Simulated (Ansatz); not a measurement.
Calculated with Ansatz (gas phase, PBE0-D4/def2-TZVP geometries, no zero-point term in ΔE). CBS: MP2 limit from def2 TZ/QZ plus the TZ coupled-cluster correction, frozen cores. This one scheme is used for every species, atoms too. DFT in def2-TZVPP. HSE06 is defined as in plane-wave codes. Open shells (•) are unrestricted, without spin–orbit coupling. Spin–orbit coupling would lower the free atoms: a little for B, Cl, O; clearly for Ge. For Ge outer-core shells are correlated without core-valence functions, so the limit isn't a true one: a few kJ/mol of doubt a bond, and 10 to 20 or more in all where bonds break to atoms. Scalar relativity is left out up to krypton. One conformer a species, not always the lowest.

Reaction (atomization): `NB(Cl)[O][GeH3]` → B• + Cl• + Ge• + 5 H• + N• + O•

```json
{"species": "`NB(Cl)[O][GeH3]`", "HSE06 energy (Eh)": "-2694.66311"}
{"species": "B•", "HSE06 energy (Eh)": "-24.61633"}
{"species": "Cl•", "HSE06 energy (Eh)": "-459.98963"}
{"species": "Ge•", "HSE06 energy (Eh)": "-2076.65605"}
{"species": "H•", "HSE06 energy (Eh)": "-0.50075"}
{"species": "N•", "HSE06 energy (Eh)": "-54.54099"}
{"species": "O•", "HSE06 energy (Eh)": "-75.01518"}
```

**Question.** Work out ΔE.

**Answer.** ΔE = 5 × (-0.50075) + (-24.61633) + (-459.98963) + (-2076.65605) + (-54.54099) + (-75.01518) − (-2694.66311) = 1.34118 Eh = +36.50 eV. CCSD(T)/CBS gives +36.81 eV.

Largest T1 diagnostic among the species: 0.014.

From BLYP to BHLYP (50 % exact exchange), in def2-TZVPP and without D4, ΔE moves by −0.76 eV: exact exchange takes away binding that semilocal exchange gives to molecules. At CCSD(T), def2-SVP lies −2.25 eV from the extrapolated value and def2-TZVPP −0.94 eV: correlation converges slowly with the basis, and small sets miss more of it in the bonded molecule than in its fragments.

For atomizations the MP2-based limit and the directly extrapolated one differ by several kJ/mol either way, and by 10 to 25 for some Ge, Se and Sn compounds, so smaller differences from it don't rank the levels.
